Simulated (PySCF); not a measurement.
Structure with atom numbers: `[N:1]#[C:2][SiH2:3][CH:4]1[CH2:5][CH2:6]1`; H(Xn) means a hydrogen on atom n. Ha(C5), Ha(C6) are cis to Si3 on the ring; Hb(C5), Hb(C6) are trans to Si3 on the ring.

PySCF 2.14.0 with density-fitted response routines calculation with σ from GIAO-KT3/pcSseg-2 and PBE0-D3(BJ)/def2-SVP structure; a single conformation, relativity neglected, no solvent, equivalent nuclei averaged.

Shifts are taken against calculated references (same method and geometry level): 13C (σ = 181.31 ppm) and 1H (σ = 31.35 ppm) and 29Si (σ = 358.24 ppm) vs TMS; NH3 for 15N (σ = 258.71 ppm).

```tsv
atoms	nucleus	count	δ (ppm)
Si3	29Si	1	-60.0
H(C4)	1H	1	-0.34
Ha(C5)/Ha(C6)	1H	2	0.77
C2	13C	1	112.7
C4	13C	1	?
H(Si3)	1H	2	4.49
N1	15N	1	?
C5/C6	13C	2	?
Hb(C5)/Hb(C6)	1H	2	0.82
```

Question: Estimate the values marked ?.

Answer: 
- C5/C6: 4.0 ppm, three-membered-ring carbon; carbons of three-membered rings are unusually shielded
- C4: -9.3 ppm, three-membered-ring carbon; carbons of three-membered rings are unusually shielded
- N1: 339.8 ppm, nitrile nitrogen

Shifts are as computed, not scaled to solution data. Of 1211 compounds with measured shifts, 218 miss one by over three times the rms of a fit or turn the order of signals round; such compounds aren't used in these exercises. Experimental scales use liquid or dissolved standards, which lie at an offset from isolated NH3 (liquid NH3: subtract about 20 ppm). Unscaled 15N shifts of sp2 nitrogen come out 20 to 40 ppm too high even then.
